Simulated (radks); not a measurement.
Ionisation ladder of ruthenium, from Ru7+ to Ru17+. Each ion is in the ground configuration listed by NIST, and IE = E(next ion) - E(this ion). Method: Dirac Kohn-Sham, PBE, spin-unpolarised, spherical densities, finite nucleus; open shells are shared between the two j in proportion to 2j + 1; Fermi nuclear charge, rms radius 4.4809 fm; computed with a radial shooting solver on a logarithmic mesh with Libxc functionals.

species,configuration,E (hartree),"IE, Delta-SCF (eV)",-e(HOMO) (eV),HOMO,<r> HOMO (bohr),"IE, NIST (eV)",kind,error (eV)
Ru7+,[Kr] 4d1,-4519.38136,110.80,101.44,4d5/2,1.22,110,theory,+0.8
Ru8+,[Kr],-4515.30961,179.93,167.88,4p3/2,1.04,178.41,semi-emp.,+1.5
Ru9+,[Ar] 3d10 4s2 4p5,-4508.69714,201.66,189.27,4p3/2,1.02,198,theory,+3.7
Ru10+,[Ar] 3d10 4s2 4p4,-4501.28641,223.88,211.18,4p3/2,1.00,220,theory,+4.0
Ru11+,[Ar] 3d10 4s2 4p3,-4493.05915,246.54,233.56,4p3/2,0.984,245,theory,+1.5
Ru12+,[Ar] 3d10 4s2 4p2,-4483.99883,269.61,256.37,4p3/2,0.968,271,theory,-1.4
Ru13+,[Ar] 3d10 4s2 4p1,-4474.09093,293.01,279.54,4p3/2,0.953,295.9,semi-emp.,-2.9
Ru14+,[Ar] 3d10 4s2,-4463.32300,353.06,340.60,4s1/2,0.893,348,theory,+5.1
Ru15+,[Ar] 3d10 4s1,-4450.34823,378.35,365.61,4s1/2,0.881,376.3,exp.,+2.1
Ru16+,[Ar] 3d10,-4436.44413,672.43,642.19,3d5/2,0.375,670,theory,+2.4
Ru17+,[Ar] 3d9,-4411.73272,730.37,699.23,3d5/2,0.368,723,theory,+7.4

Reference values: NIST Atomic Spectra Database (exp. = measured, semi-emp. = semi-empirical, theory = theoretical value adopted there). The ionisation energy per charge of the ion left behind rises most, in proportion, at Ru16+ ([Ar] 3d10), from 23.647 to 39.555 eV. Against the entries that are not theoretical the mean signed error is +0.1 % and the largest -1.0 %. Spin polarisation and multiplet splitting are left out, so open shells lie too high by an amount that depends on their filling. Sharing an open shell by 2j + 1 raises it above the true ground level by a part of the spin-orbit splitting, which enters the differences from NIST.

Beside tabulated values, note that spin-unpolarised runs miss the spin-polarisation part of the exchange energy of open shells.
